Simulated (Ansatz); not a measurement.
CHF5Si (`F[SiH](F)C(F)(F)F`) at its PBE0-D4/def2-TZVP geometry, where that method's forces vanish. Total charge 0; spin multiplicity 1.

```tsv
atom	x (Å)	y (Å)	z (Å)
F1	0.927	0.574	-1.758
Si2	0.040	0.831	-0.480
F3	0.775	1.862	0.460
C4	-0.080	-0.832	0.478
F5	1.117	-1.311	0.838
F6	-0.683	-1.772	-0.270
F7	-0.810	-0.687	1.597
H8	-1.285	1.336	-0.864
```

(1) For each bond, give half the difference of the two atoms' forces along it (eV/Å; positive pushes the atoms apart) under PBE-D4, r2SCAN-D4, B3LYP-D4, ωB97M-V in def2-TZVPP. (An estimate is asked.)

Answers

(1) Computed: 
```
  bond  length (Å)  PBE-D4  r2SCAN-D4  B3LYP-D4  ωB97M-V
F1–Si2       1.577    0.53       0.07      0.18     0.16
Si2–F3       1.577    0.53       0.07      0.18     0.16
Si2–C4       1.923   -0.48      -0.31     -0.21    -0.25
Si2–H8       1.469   -0.06      -0.04     -0.18    -0.24
 C4–F5       1.339    0.60       0.33      0.30     0.21
 C4–F6       1.344    0.60       0.32      0.31     0.21
 C4–F7       1.344    0.60       0.32      0.31     0.21
```

B3LYP here is the variant with VWN-RPA as its local correlation; programs differ in this.
